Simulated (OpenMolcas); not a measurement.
# What dynamic correlation does to the levels of Zr+

```json
{
  "Program": "OpenMolcas",
  "Basis": "ANO-RCC-VTZP [7s6p4d2f1g]",
  "Scalar Hamiltonian": "DKH2, point nucleus",
  "Active space": "3 electrons in 11 orbitals (4d 5s 5d)",
  "State averaging": "2S+1 = 4 even, 20 roots; 2S+1 = 2 even, 49 roots kept (CI in the orbitals of an earlier block)",
  "Spin-orbit coupling": "state interaction with AMFI integrals over the reference wave functions, term energies averaged over their components"
}
```

Methods on the same reference wave functions:
A. CASSCF
B. SS-CASPT2, IPEA 0.25 Eh, imaginary shift 0.1 Eh (closed shells correlated: 4s 4p)
C. MS-CASPT2, IPEA 0.25 Eh, imaginary shift 0.1 Eh (closed shells correlated: 4s 4p)

Energies in cm-1 above 4d2 5s 4F 3/2, the measured ground level; measured values from NIST Handbook of Basic Atomic Spectroscopic Data.

```tsv
Level	A	B	C	Measured
4d2 5s 4F 3/2	0.0	0.0	0.0	0.0
4d2 5s 4F 5/2	333	334	334	315
4d2 5s 4F 7/2	801	809	808	763
4d2 5s 4F 9/2	1390	1401	1399	1323
4d3 4F 3/2	2905	2960	2960	2572
4d3 4F 5/2	3215	3310	3310	2895
4d3 4F 7/2	3620	3730	3730	3300
4d3 4F 9/2	4098	4200	4210	3758
4d2 5s 2D 3/2(1)	5615	4310	4290	
4d2 5s 2D 5/2(1)	5997	4560	4570	
4d3 2P 1/2	6712	6050	6050	
4d3 2P 3/2	7197	6470	6470	
4d2 5s 2F 5/2	7884	5800	5790	5753
4d2 5s 2F 7/2	8612	6490	6490	6468
4d2 5s 4P 1/2	9327	7860	7860	
4d3 2G 7/2	9503	8550	8510	
4d2 5s 4P 3/2	9526	8060	8050	
4d3 2G 9/2	9814	8870	8780	
4d2 5s 4P 5/2	9861	8390	8380	
4d3 4P 1/2	11697	10190	10190	
4d3 4P 3/2	11904	10400	10410	
4d3 4P 5/2	12158	10640	10650	
4d3 2H 9/2	14725	13060	13040
```

Deviations, from unrounded energies. A percentage is the sum of absolute deviations over the sum of measured energies, with the sign that they share, or ± where signs differ.

```
                        Against measurement  Levels      A      B      C
             mean absolute deviation (cm-1)       9    630    210    210
      fine structure of the ground term (%)       3   +5.1   +5.9   +5.8
other terms of the ground configuration (%)       2  +35.0   +0.6   +0.5
                   other configurations (%)       4  +10.5  +13.4  +13.5
```

B, C lie about equally close to measurement and A furthest from it. The largest miss of C in the table is 4d3 4F 9/2, by +450 cm-1. The ranking rests on the paired levels alone, and a cruder setting can come out closer through cancelling errors.

Between B and C the level of the table that moves most is 4d3 2G 9/2, by 92 cm-1 (lowest in C, highest in B). Moves below CASPT2's spread within the term are not significant.

The two smallest mean deviations differ by little beside CASPT2's spread within terms, so their order carries little weight.

From A to B the spin-free energies of the other terms of 4d2 5s shown, above 4F, scale by factors of 0.71 to 0.83.

The lowest spin-free term lies below A's lowest term by 0.283 hartree in B, 0.283 hartree in C.

CASPT2 breaks the degeneracy within a term, and the mean is taken; among the terms shown or strongly mixed into the levels shown the widest spread is 820 cm-1 (4d3 4F, C). Terms from blocks run as CI alone lack orbitals of their own. Active for correlation alone: 5d; no level in the range computed is led by a configuration that fills it, so any true level of that kind is missing. The CASPT2 spread within a term exceeds the gap to the next term for 4d2 5s 2F and 4d3 2P, so the order of their levels is uncertain (figures for B; the like holds for C). Without dynamic correlation excited terms often stand tens of per cent too high (terms of higher spin than the ground term too low), and those without a measured partner can miss by more than the paired ones (holds for A). Some levels mix across a computed gap that differs much from the measured one, so their mixing is not that of the real levels (holds for A). Computed and measured levels are paired by configuration, term and J; levels that our copy of the source lacks, or whose pairing is in doubt (as where it misses far off the trend of its configuration), stay unpaired and out of the deviations. Only configurations of the active space appear. The table leaves out levels that lie high or whose names do not pair safely across all columns.

A number in round brackets counts repeated terms of one configuration in the order of the reference energies.
